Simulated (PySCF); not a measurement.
## NdBr: from constants to spectrum

r²SCAN constants of NdBr, sextet, about 4.0 electrons in the 4f shell (Mulliken), real f orbitals that mix terms (basis Nd x2c-SVPall, Br x2c-SVPall; spin-free X2C with a Gaussian nucleus; PySCF 2.14; masses 141.9077 and 78.9183 u):

| Item | Value |
| --- | --- |
| ωe | 207.7 cm⁻¹ |
| ωexe | 0.418 cm⁻¹ |
| Be | 0.044267 cm⁻¹ |
| αe | 0.000126 cm⁻¹ |
| D (centrifugal) | 8.04e-09 cm⁻¹ |
| De to Nd (4f4 6s2) + Br | 4.62 eV |

Task: Give the vibrational terms G(v) and spacings up to v = 6.

Result: G(v) = ωe(v+½) − ωexe(v+½)².

```tsv
v	G(v) (cm⁻¹)	G(v) − G(v−1)	Bv (cm⁻¹)
0	103.7		0.04420
1	310.6	206.9	0.04408
2	516.6	206.0	0.04395
3	721.8	205.2	0.04383
4	926.2	204.4	0.04370
5	1129.7	203.5	0.04357
6	1332.4	202.7	0.04345
```

Task: How well does the Morse estimate ωe²/(4ωexe) reproduce De, and what is D0?

Result: It gives 3.20 eV, 69 % of the computed De. D0 = De − G(0) = 4.62 − 0.01 = 4.61 eV.

These are scalar-relativistic numbers at best; spin–orbit coupling would shift them, the dissociation energy most. The state is the lowest single determinant that the PBE0 search found; with open d or f shells the true ground state can be another one.
